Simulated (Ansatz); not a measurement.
Input for Ansatz (a quantum-chemistry and plane-wave program): R-r2SCAN/def2-TZVPPD on BFH5N (a complex), monomers drawn apart or pushed together. Files ending in .json are basis or fitting sets from the Basis Set Exchange.

Ansatz 0.2 input:
```yaml
crystal:
  periodic: [false, false, false]
  atoms:
    - {symbol: B, position_ang: [-0.12648168, -0.37308079, 1.43733706]}
    - {symbol: F, position_ang: [0.93690420, 0.37918232, 0.92206819]}
    - {symbol: H, position_ang: [-1.22100995, 0.09350058, 1.20949699]}
    - {symbol: H, position_ang: [-0.02571032, -1.56617162, 1.25309006]}
    - {symbol: N, position_ang: [0.09083051, -0.17716221, 2.93084413]}
    - {symbol: H, position_ang: [0.04057637, 0.80625746, 3.18485020]}
    - {symbol: H, position_ang: [0.99803956, -0.53281274, 3.22171027]}
    - {symbol: H, position_ang: [-0.63348872, -0.68118343, 3.43442484]}
basis:
  gaussian:
    orbitals: def2-TZVPPD.json
hamiltonian:
  xc: {name: r2SCAN}
scf: {lower_state_search: off}
```

**Question.** Give the final energy of this run.

**Answer.** -182.4977 hartree.
